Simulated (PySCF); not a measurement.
```xyz
3
charge 0 multiplicity 4, angstrom
Nb   -0.0184    0.0066    0.0000
H     0.8480   -0.3062    1.5327
H     0.8480   -0.3062   -1.5327
```

These are results of PySCF, UB3LYP, basis Nb def2-TZVP with ECP28, H def2-TZVP (scalar-relativistic core potentials, no spin–orbit coupling, density fitting), not measurements.

This geometry of NbH₂ is a stationary point at this level.

Problem. What is the point group?

Solution. C2v.

Problem. Is it a minimum?

Solution. Yes: all harmonic wavenumbers are real.

Problem. List the harmonic modes with their infrared intensities.

Solution. 
```tsv
ω (cm⁻¹)	IR (km/mol)	type
623	96.6	bend
1721	146	stretch
1813	225	stretch
```

The spin densities have lower symmetry than the nuclear frame, so modes carry no symmetry labels. Only a few start shapes were tried, so a lower isomer may exist. Other spin states or occupations of the open shell can lie lower.
